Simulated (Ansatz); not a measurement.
Input for Ansatz (development build ahead of 0.2.0):

```yaml
crystal:
  periodic: [false, false, false]
  atoms:
    - { symbol: Li, position_ang: [1.01633, 0.0, 0.0] }
    - { symbol: Li, position_ang: [-1.01633, 0.0, 0.0] }
    - { symbol: F, position_ang: [0.0, 1.18913, 0.0] }
    - { symbol: F, position_ang: [0.0, -1.18913, 0.0] }
basis:
  gaussian: { orbitals: "6-31G" }
hamiltonian:
  xc: hf
```

The input is written out in the form of the current development build from the run's settings.

The run gave:

```json
{
  "Converged": "yes",
  "Total energy": "-213.93733 hartree",
  "Spin squared of the determinant": "0.000"
}
```
